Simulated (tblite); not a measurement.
Compound: C₈H₉ (charge +1).
Numbering: `[CH:1]#[C:2][C+:3]([CH3:4])/[CH:5]=[CH:6]\[CH:7]=[CH2:8]` (hydrogens: H9 on C1; H10, H11, H12 on C4; H13 on C5; H14 on C6; H15 on C7; H16, H17 on C8)

Structure optimised with GFN2-xTB, isolated species.

**Question.** List the bond lengths, angles and torsions at this level.

**Answer.** 
| bond | length (Å) | order |
| --- | --- | --- |
| C1≡C2 | 1.209 | triple |
| C2–C3 | 1.397 | single |
| C3–C4 | 1.472 | single |
| C3–C5 | 1.397 | single |
| C5=C6 | 1.382 | double |
| C6–C7 | 1.416 | single |
| C7=C8 | 1.349 | double |
| C1–H9 | 1.054 | single |
| C4–H10, C4–H11, C4–H12 | 1.091 | single |
| C5–H13 | 1.083 | single |
| C6–H14 | 1.085 | single |
| C7–H15 | 1.080 | single |
| C8–H16 | 1.077 | single |
| C8–H17 | 1.079 | single |

Bonds in one row agree within 0.01 Å and their mean is given. Orders are formal, as drawn. A selection of angles:
| angle | degrees |
| --- | --- |
| C1–C2–C3 | 173.4 |
| C2–C3–C4 | 115.1 |
| C2–C3–C5 | 124.7 |
| C4–C3–C5 | 120.3 |
| C3–C5–C6 | 129.2 |
| C5–C6–C7 | 128.8 |
| C6–C7–C8 | 120.8 |

Torsions: C2–C3–C5–C6 1° (synperiplanar); C3–C5–C6–C7 1° (synperiplanar); C5–C6–C7–C8 180° (antiperiplanar). The mirror-image conformer, all signs reversed, is as good.

The 7 C–C bonds span 1.209 Å (C1≡C2, drawn triple) to 1.472 Å (C3–C4, drawn single), a spread of 0.263 Å. C3 (carbon bonded to 3 C) is planar (angles 124.7°, 120.3° and 115.1°, sum 360.0°, 0.00 Å off the plane of its three neighbours). C8 (terminal =CH2 carbon) is planar (angles 121.8°, 121.6° and 116.6°, sum 360.0°, 0.00 Å off the plane of its three neighbours). Of the pairs four or more bonds apart, C2···H15 is among the closest relative to their van der Waals radii: 2.38 Å, 82 % of the sum of Bondi's values. The 8 heavy atoms lie in one plane (0.010 Å rms). C7 (alkene CH carbon) is planar (angles 120.8°, 120.2° and 119.0°, sum 360.0°, 0.00 Å off the plane of its three neighbours). C6 (carbon bonded to 2 C and H) is planar (angles 128.8°, 115.8° and 115.4°, sum 360.0°, 0.00 Å off the plane of its three neighbours).

Point group: near Cs, missed by 0.14 Å at most; the miss may be what the optimiser left on a soft mode. GFN2-xTB frequencies show an imaginary mode (24i cm⁻¹), so the point is no minimum at that level. 3 starts were optimised and ended at 0.00, 1.98 and 2.00 kcal/mol (GFN2-xTB); the lowest of these is shown.

All values are computed, not measured.
